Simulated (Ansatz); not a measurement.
Total energies of Al(NH2)3 (AlN₃H₆) from Ansatz at PBE0-D4/def2-TZVP, gas phase (1 Eh = 27.2114 eV = 2625.5 kJ/mol). The reference geometry is relaxed at r2SCAN-D4/def2-SVP.

| state | geometry | energy (Eh) |
| --- | --- | --- |
| charge 0 singlet | reference | -410.18938 |
| charge 1 doublet | reference | -409.86665 |
| free Al atom (doublet) | – | -242.24894 |
| free N atom (quartet) | – | -54.54382 |
| free H atom (doublet) | – | -0.50104 |

Problem. Work out the vertical ionisation energy to the doublet.

Solution. E(charge 1 doublet) − E(charge 0 singlet) = -409.86665 − (-410.18938) = 0.32273 Eh = 8.78 eV. For comparison, −ε of the highest occupied level is 6.72 eV at this level, 2.06 eV less.

Problem. What is the binding energy per atom against free atoms?

Solution. Atoms: 1 × (-242.24894) + 3 × (-54.54382) + 6 × (-0.50104) = -408.88664 Eh. Binding: -408.88664 − (-410.18938) = 1.30274 Eh = 35.45 eV, or 3.54 eV for each of 10 atoms (no zero-point energy, no counterpoise term).
